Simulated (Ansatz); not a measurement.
`C#[C][SnH]([CH3])[Cl]` + `COC=O` → `C#CCOC=O` + `[CH3][SnH2][Cl]`  (formal exchange of groups at a C–Sn bond)

Program: Ansatz. Geometries: PBE0-D4/def2-TZVP. ΔE: electronic, gas phase. CBS: MP2 limit from def2 TZ/QZ plus the TZ coupled-cluster correction, frozen cores. Functionals use def2-TZVPP. def2 core potentials past Kr. For Sn outer-core shells are correlated without core-valence functions, which leaves a few kJ/mol of doubt a bond. Each species was taken in one conformer, which may not be the lowest.

```csv
level,ΔE (eV)
ωB97X-V,0.47
B2PLYP,0.51
HF/def2-TZVPP,0.53
CCSD(T)/def2-TZVPP,0.57
SCS-MP2/def2-QZVPP,0.60
HF/CBS(def2),0.54
MP2/CBS(def2),0.61
CCSD/CBS(def2),0.56
```

Q: What does CCSD(T)/CBS give? (Best estimate.)

A: Computed: +0.57 eV. The listed levels differ from it by -0.10, -0.06, -0.04, 0.00, 0.03, -0.03, 0.04, -0.01 eV.

Largest T1 diagnostic among the species: 0.015.

In def2-TZVPP, CCSD(T) changes the Hartree–Fock value by +0.03 eV (the triples alone add +0.01 eV) and MP2 by +0.07 eV.
